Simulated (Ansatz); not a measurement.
Reaction (SMILES): [SiH3][PH] (SiH3-PH) → [SiH3][PH-] (an electron is taken up)
B3LYP-D3(BJ)/def2-TZVP geometries, fixed; electronic energies without zero-point terms; positive where energy is released.

Effect of a fitting basis named in the input at r2SCAN/def2-TZVPP with Ansatz (a first-principles code), against the last row, where the adiabatic electron affinity is 1.64 eV. Open shells are unrestricted. The default fits or decomposes integrals by the program's own choice; accuracy: high also tightens integrals, grids and stops.

```csv
setting,largest shift of a total energy (mEh),shift of the adiabatic electron affinity (eV)
fitting: def2-SV(P)-JKFIT,-0.063,0.000
fitting: def2-universal-JKFIT,-0.063,0.000
fitting: cc-pVTZ-JKFIT,-0.039,0.000
fitting: cc-pVQZ-JKFIT,-0.017,0.000
fitting: cc-pV5Z-JKFIT,-0.014,0.000
fitting: def2-universal-JFIT,-0.329,0.001
accuracy: high,0.001,0.000
accuracy: medium (default),0.000,0.000
```

Within 0.002 eV in the adiabatic electron affinity: fitting: def2-SV(P)-JKFIT; fitting: def2-universal-JKFIT; fitting: cc-pVTZ-JKFIT; fitting: cc-pVQZ-JKFIT; fitting: cc-pV5Z-JKFIT; fitting: def2-universal-JFIT; accuracy: high. The largest shift is 0.329 mEh in a total energy and 0.001 eV in the difference.
